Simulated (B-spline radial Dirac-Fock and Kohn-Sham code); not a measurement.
Compton profile of Hf¹⁷⁺

System: Hf¹⁷⁺ in the configuration [Kr] 4d10 4f9.

The computed values come from a radial finite-basis atomic code: the impulse approximation on configuration-average Dirac-Fock orbitals. pz is in atomic units of momentum; subshell profiles are per electron, for a selection of subshells; open shells are spread over both j values by their weights.

| pz | J total | J 2s1/2 | J 2p1/2 | J 3p3/2 | J 4f7/2 |
| --- | --- | --- | --- | --- | --- |
| 0 | 3.540 | 0.0374 | 0.0183 | 0.0516 | 0.0724 |
| 0.4 | 3.530 | 0.0373 | 0.0183 | 0.0516 | 0.0724 |
| 0.5 | 3.525 | 0.0373 | 0.0183 | 0.0516 | 0.0724 |
| 0.6 | 3.519 | 0.0373 | 0.0183 | 0.0516 | 0.0724 |
| 0.8 | 3.503 | 0.0372 | 0.0183 | 0.0516 | 0.0724 |
| 1 | 3.481 | 0.0372 | 0.0183 | 0.0516 | 0.0724 |
| 1.2 | 3.455 | 0.0371 | 0.0183 | 0.0516 | 0.0724 |
| 1.4 | 3.424 | 0.0370 | 0.0183 | 0.0515 | 0.0724 |
| 1.6 | 3.386 | 0.0368 | 0.0183 | 0.0515 | 0.0724 |
| 1.8 | 3.343 | 0.0367 | 0.0183 | 0.0514 | 0.0723 |
| 2 | 3.294 | 0.0365 | 0.0183 | 0.0513 | 0.0722 |
| 2.5 | 3.145 | 0.0361 | 0.0183 | 0.0510 | 0.0716 |
| 3 | 2.956 | 0.0355 | 0.0183 | 0.0504 | 0.0700 |
| 4 | 2.491 | 0.0341 | 0.0183 | 0.0483 | 0.0631 |
| 5 | 2.001 | 0.0324 | 0.0183 | 0.0447 | 0.0520 |
| 7 | 1.260 | 0.0283 | 0.0181 | 0.0342 | 0.0289 |
| 10 | 0.7323 | 0.0213 | 0.0175 | 0.0172 | 0.00967 |
| 15 | 0.3653 | 0.0111 | 0.0153 | 0.00370 | 0.00145 |
| 20 | 0.2005 | 0.00482 | 0.0121 | 0.00206 | 0.000242 |
| 30 | 0.07489 | 0.00112 | 0.00615 | 0.00156 | 1.11e-05 |
| 40 | 0.03426 | 0.000919 | 0.00274 | 0.000687 | < 1e-6 |
| 60 | 0.01062 | 0.000652 | 0.000551 | 0.000106 | < 1e-6 |
| 100 | 0.002036 | 0.000155 | 4.35e-05 | 4.99e-06 | < 1e-6 |

J(0) = 3.540. The 4d5/2 subshell gives the largest part, 15 %.

Mean momentum ⟨p⟩ by subshell (a.u.): 1s1/2 74.0, 2s1/2 26.4, 2p1/2 34.9, 2p3/2 31.1, 3s1/2 13.3, 3p1/2 15.9, 3p3/2 14.8, 3d3/2 17.8, 3d5/2 17.4, 4s1/2 6.91, 4p1/2 7.76, 4p3/2 7.32, 4d3/2 8.10, 4d5/2 7.94, 4f5/2 8.29, 4f7/2 8.22.
